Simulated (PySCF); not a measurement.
Level of theory: PBE0/[Mo def2-TZVP with ECP28, Cl def2-TZVP], scalar-relativistic core potentials, density fitting, no spin–orbit coupling, PySCF. Open shells, if any, are unrestricted.

Task: What spin state, shape and geometry does isolated MoCl₂ take (every ligand bound to Mo)?

Result: Formally Mo is in oxidation state +2, d4, with 4 unpaired electrons (the high-spin count). The Mulliken spin on Mo is 4.00. The polar-tensor charge on Mo, 1.18, is far below the formal one. The lowest minimum found is a quintet of C2v symmetry with Mo–Cl 2.260 Å (×2); Cl–Mo–Cl 131.6°. Its harmonic wavenumbers are 75 (a1), 380 (a1), 423 (b2) cm⁻¹ and its dipole moment is 2.52 D.

Only a few start shapes were tried, so a lower isomer may exist. Other spin states or occupations of the open shell can lie lower.
